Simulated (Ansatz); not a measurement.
input.yaml

```yaml
crystal:
  periodic: [false, false, false]
  atoms:
    - { symbol: In, position_ang: [0.0, 0.0, 0.0] }
    - { symbol: O, position_ang: [0.0, 0.0, 1.99] }
    - { symbol: H, position_ang: [-0.9095, -0.2814, 2.3271] }
    - { symbol: Cl, position_ang: [2.113, 0.0, -1.22] }
    - { symbol: Cl, position_ang: [-2.113, 0.0, -1.22] }
basis:
  gaussian: { orbitals: def2-SVP }
hamiltonian:
  xc: hf
relax:
  f_tol: 0.02
  max_steps: 40
output:
  orbitals: {}
```

Launched with:

```bash
$ ansatz run input.yaml --threads 1 --pin off --max-ram 2048MiB --backend cpu --events-out ev --progress --plain --runs-dir out
```

Hardware: 1 thread of Intel(R) Xeon(R) 6975P-C (Granite Rapids), on a shared host.

Roughly how long does this run take, and how much memory?

11 s, with a peak of 0.18 GiB, for 7 ionic steps.
